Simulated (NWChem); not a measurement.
Program: NWChem. System: C$_{3}$H$_{7}$FSi, charge 0, spin multiplicity 1, at a geometry optimised with PBE0/def2-SVP. The structure started from a generated list of species. Level: RHF/def2-SVP.

Part of the output:

```
             Northwest Computational Chemistry Package (NWChem) 7.3.0
             --------------------------------------------------------

                                NWChem Input Module
                                -------------------

 Scaling coordinates for geometry "geometry" by  1.889725989
 (inverse scale =  0.529177249)

                             Geometry "geometry" -> ""
                             -------------------------

 Output coordinates in angstroms (scale by  1.889725989 to convert to a.u.)

  No.       Tag          Charge          X              Y              Z
 ---- ---------------- ---------- -------------- -------------- --------------
    1 C                    6.0000    -2.66946600    -0.50468200     0.08544700
    2 C                    6.0000    -1.67746500     0.38677100     0.20172900
    3 Si                  14.0000     0.00189000     0.17744300    -0.59628700
    4 C                    6.0000     1.33901900    -0.03877500     0.74398700
    5 F                    9.0000     2.58333400    -0.14052700     0.15431500
    6 H                    1.0000    -2.55680100    -1.42241000    -0.50338300
    7 H                    1.0000    -3.64269600    -0.35976100     0.56832600
    8 H                    1.0000    -1.86628000     1.28657200     0.80360700
    9 H                    1.0000     0.36434600     1.37741800    -1.41100800
   10 H                    1.0000    -0.01442700    -1.03245700    -1.47307500
   11 H                    1.0000     1.33970700     0.81747200     1.44306900
   12 H                    1.0000     1.14715700    -0.94617300     1.34467700

 Effective nuclear repulsion energy (a.u.)     213.0828219307

            Nuclear Dipole moment (a.u.)
            ----------------------------
        X                 Y               Z
 ---------------- ---------------- ----------------
     0.0000000000     0.0000075589     0.0000151178


 Summary of "ao basis" -> "" (spherical)
 ------------------------------------------------------------------------------
       Tag                 Description            Shells   Functions and Types
 ---------------- ------------------------------  ------  ---------------------
 *                          def2-svp                  on all atoms

 Summary of "ao basis" -> "ao basis" (spherical)
 ------------------------------------------------------------------------------
       Tag                 Description            Shells   Functions and Types
 ---------------- ------------------------------  ------  ---------------------
 C                          def2-svp                 6       14   3s2p1d
 Si                         def2-svp                 8       18   4s3p1d
 F                          def2-svp                 6       14   3s2p1d
 H                          def2-svp                 3        5   2s1p

                                 NWChem SCF Module
                                 -----------------

  ao basis        = "ao basis"
  functions       =   109
  atoms           =    12
  closed shells   =    24
  open shells     =     0
  charge          =   0.00
  wavefunction    = RHF
  use symmetry    = F
  symmetry adapt  = F

 Summary of "ao basis" -> "ao basis" (spherical)
 ------------------------------------------------------------------------------
       Tag                 Description            Shells   Functions and Types
 ---------------- ------------------------------  ------  ---------------------
 C                          def2-svp                 6       14   3s2p1d
 Si                         def2-svp                 8       18   4s3p1d
 F                          def2-svp                 6       14   3s2p1d
 H                          def2-svp                 3        5   2s1p

 Forming initial guess at       0.1s

      Superposition of Atomic Density Guess
      -------------------------------------

 Sum of atomic energies:        -504.40044035

      Non-variational initial energy
      ------------------------------

 Total energy =    -506.717723
 1-e energy   =   -1117.600353
 2-e energy   =     397.799808
 HOMO         =      -0.318387
 LUMO         =      -0.019981

 Starting SCF solution at       1.9s

 ----------------------------------------------
         Quadratically convergent ROHF

 Convergence threshold     :          1.000E-07
 Maximum no. of iterations :          100
 Final Fock-matrix accuracy:          1.000E-09
 ----------------------------------------------

              iter       energy          gnorm     gmax       time
             ----- ------------------- --------- --------- --------
                 1     -505.6888909289  9.10D-01  1.37D-01      2.0
                 2     -505.7474828762  4.00D-01  7.49D-02      2.2
                 3     -505.7568946545  1.71D-02  3.04D-03      2.6
                 4     -505.7569226122  1.04D-04  1.50D-05      3.4
                 5     -505.7569226138  6.95D-09  1.04D-09      4.8

       Final RHF  results
       ------------------

         Total SCF energy =   -505.756922613790
      One-electron energy =  -1121.275223492454
      Two-electron energy =    402.435478947972
 Nuclear repulsion energy =    213.082821930693

        Time for solution =      3.0s

             Final eigenvalues
             -----------------

              1
    1  -68.7563
    2  -26.2628
    3  -11.2976
    4  -11.2621
    5  -11.2365
    6   -6.1282
    7   -4.2385
    8   -4.2382
    9   -4.2382
   10   -1.5570
   11   -1.0347
   12   -0.9305
   13   -0.7939
   14   -0.7149
   15   -0.6916
   16   -0.6806
   17   -0.6488
   18   -0.6183
   19   -0.5700
   20   -0.5289
   21   -0.4736
   22   -0.4652
   23   -0.4481
   24   -0.3875
   25    0.1217
   26    0.1723
   27    0.1793
   28    0.1965
   29    0.2159
   30    0.2264
   31    0.2393
   32    0.2544
   33    0.2813
   34    0.3086

                       ROHF Final Molecular Orbital Analysis
                       -------------------------------------

 Vector   22  Occ=2.000000D+00  E=-4.652173D-01
              MO Center= -7.1D-01, -8.6D-02, -2.8D-01, r^2= 3.8D+00
   Bfn.  Coefficient  Atom+Function         Bfn.  Coefficient  Atom+Function
  ----- ------------  ---------------      ----- ------------  ---------------
    95     -0.255024  10 H  s                18      0.237671   2 C  px
    38      0.226282   3 Si pz               85     -0.191962   8 H  s
    21      0.155167   2 C  px

 Vector   23  Occ=2.000000D+00  E=-4.480636D-01
              MO Center=  6.8D-02,  4.4D-02,  2.1D-01, r^2= 4.2D+00
   Bfn.  Coefficient  Atom+Function         Bfn.  Coefficient  Atom+Function
  ----- ------------  ---------------      ----- ------------  ---------------
    52      0.280554   4 C  pz               36     -0.246361   3 Si px
    66      0.206779   5 F  pz               20     -0.192820   2 C  pz
    50      0.187460   4 C  px               69     -0.170854   5 F  pz
    55      0.167747   4 C  pz               18      0.166590   2 C  px
    64      0.150956   5 F  px

 Vector   24  Occ=2.000000D+00  E=-3.875375D-01
              MO Center= -1.7D+00, -1.8D-03,  1.0D-01, r^2= 2.9D+00
   Bfn.  Coefficient  Atom+Function         Bfn.  Coefficient  Atom+Function
  ----- ------------  ---------------      ----- ------------  ---------------
     6      0.289230   1 C  pz               20      0.288068   2 C  pz
    23      0.232574   2 C  pz                9      0.223845   1 C  pz
    19     -0.170152   2 C  py                5     -0.169009   1 C  py

 Vector   25  Occ=0.000000D+00  E= 1.217070D-01
              MO Center= -1.7D+00, -3.7D-02,  3.9D-02, r^2= 3.7D+00
   Bfn.  Coefficient  Atom+Function         Bfn.  Coefficient  Atom+Function
  ----- ------------  ---------------      ----- ------------  ---------------
    49      0.716437   4 C  s                 9      0.515294   1 C  pz
    23     -0.383335   2 C  pz               41     -0.382835   3 Si pz
     8     -0.338346   1 C  py               91     -0.303144   9 H  s
    39     -0.295720   3 Si px               22      0.283359   2 C  py
     6      0.279925   1 C  pz              101     -0.243215  11 H  s

 Vector   26  Occ=0.000000D+00  E= 1.722581D-01
              MO Center= -6.2D-01,  2.9D-01,  2.2D-02, r^2= 6.6D+00
   Bfn.  Coefficient  Atom+Function         Bfn.  Coefficient  Atom+Function
  ----- ------------  ---------------      ----- ------------  ---------------
    17      1.760732   2 C  s                49      1.009051   4 C  s
    41     -0.975965   3 Si pz               86     -0.885368   8 H  s
    39      0.860056   3 Si px               32     -0.679665   3 Si s
     3      0.610255   1 C  s                76     -0.533634   6 H  s
   101     -0.505600  11 H  s               106     -0.480322  12 H  s

 Vector   27  Occ=0.000000D+00  E= 1.793382D-01
              MO Center=  4.0D-01,  7.3D-02,  1.7D-01, r^2= 6.2D+00
   Bfn.  Coefficient  Atom+Function         Bfn.  Coefficient  Atom+Function
  ----- ------------  ---------------      ----- ------------  ---------------
    49      2.075321   4 C  s                39     -1.003959   3 Si px
   101     -0.938781  11 H  s               106     -0.877652  12 H  s
    41     -0.668299   3 Si pz               53     -0.604578   4 C  px
    32     -0.481556   3 Si s                 3     -0.438190   1 C  s
    23      0.402830   2 C  pz               76      0.337534   6 H  s

 center of mass
 --------------
 x =   0.16303374 y =   0.00278674 z =  -0.01255891

 moments of inertia (a.u.)
 ------------------
         148.147812211660         -14.126928960203         -48.052039708973
         -14.126928960203        1144.933143754652           8.072103606632
         -48.052039708973           8.072103606632        1100.527397563371

  Mulliken analysis of the total density
  --------------------------------------

    Atom       Charge   Shell Charges
 -----------   ------   -------------------------------------------------------
    1 C    6     6.04   1.99  0.88  0.26  1.95  0.93  0.04
    2 C    6     6.43   1.99  0.88  0.37  1.99  1.17  0.03
    3 Si  14    13.23   2.00  1.99  0.96  0.10  5.94  1.25  0.73  0.26
    4 C    6     5.93   1.99  0.87  0.27  1.94  0.80  0.07
    5 F    9     9.39   1.99  1.12  0.83  3.33  2.11  0.01
    6 H    1     0.93   0.75  0.16  0.03
    7 H    1     0.93   0.75  0.16  0.03
    8 H    1     0.93   0.74  0.16  0.03
    9 H    1     1.13   0.74  0.38  0.01
   10 H    1     1.14   0.75  0.39  0.01
   11 H    1     0.96   0.76  0.17  0.03
   12 H    1     0.95   0.76  0.17  0.03

       Multipole analysis of the density wrt the origin
       ------------------------------------------------

     L   x y z        total         open         nuclear
     -   - - -        -----         ----         -------
     0   0 0 0     -0.000000      0.000000     48.000000

     1   1 0 0     -0.994279      0.000000      0.000000
     1   0 1 0      0.001919      0.000000      0.000008
     1   0 0 1      0.467245      0.000000      0.000015

     2   2 0 0    -32.313846      0.000000    560.632972
     2   1 1 0      0.960200      0.000000     13.174621
     2   1 0 1      0.167808      0.000000     24.463340
     2   0 2 0    -28.236351      0.000000     40.667379
     2   0 1 1      0.918878      0.000000     -2.178330
     2   0 0 2    -28.884926      0.000000     64.546553

 Task  times  cpu:        4.8s     wall:        4.8s

 Total times  cpu:        4.9s     wall:        4.9s
```

Task: Write an NWChem input that would produce this output.

Result: One answer among several that fit: 
```
start mol
memory heap 200 mb stack 800 mb global 1000 mb
geometry units angstroms nocenter noautoz noautosym
  C     -2.669466    -0.504682     0.085447
  C     -1.677465     0.386771     0.201729
  Si     0.001890     0.177443    -0.596287
  C      1.339019    -0.038775     0.743987
  F      2.583334    -0.140527     0.154315
  H     -2.556801    -1.422410    -0.503383
  H     -3.642696    -0.359761     0.568326
  H     -1.866280     1.286572     0.803607
  H      0.364346     1.377418    -1.411008
  H     -0.014427    -1.032457    -1.473075
  H      1.339707     0.817472     1.443069
  H      1.147157    -0.946173     1.344677
end
basis spherical
  * library def2-svp
end
scf
  rhf
  nopen 0
  maxiter 100
  thresh 1e-7
  semidirect memsize 60000000 filesize 0
end
task scf energy
```
